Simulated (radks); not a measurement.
The tungsten anion W- inside a hard spherical wall (all orbitals vanish at R), configuration held at [Xe] 4f14 5d5 6s2 and not refilled when levels cross. All-electron calculation, scalar-relativistic Kohn-Sham, PBE, spin-polarised, spherical densities, finite nucleus; open shells are filled with parallel spins first (spin-orbit coupling, left out, can overturn this in heavy ions); Fermi nuclear charge, rms radius 5.3658 fm. Program: a radial shooting solver on a logarithmic mesh with Libxc functionals. Eigenvalues in eV for spin up, with the zero of energy where the potential of the charges vanishes at infinity; a dash marks a level that is unbound or too diffuse for the functional's potential to be trusted. A positive occupied level is held by the wall or, in an anion where self-interaction has pushed it up, behind a barrier. The pressure on the wall is -dE/dV.

R (bohr),E (hartree),kinetic (hartree),e(5p),e(4f),e(6s),e(5d),"e(7s, empty)","e(6p, empty)",pressure (GPa)
20,-16140.1359,17777.575,-36.385,-25.387,-0.559,1.364,-,-,0.000227
15,-16140.1353,17777.577,-36.292,-25.296,-0.479,1.455,2.948,2.612,0.00254
4,-16139.1854,17781.113,-24.145,-12.201,12.854,12.838,58.027,22.672,161
3,-16136.6538,17789.833,-11.868,2.407,37.289,27.203,132.17,55.157,1340
2.5,-16132.3434,17804.797,1.791,18.518,72.353,44.843,222.36,98.330,5130
2,-16119.4888,17847.950,32.766,51.186,159.16,85.313,418.04,198.35,26100
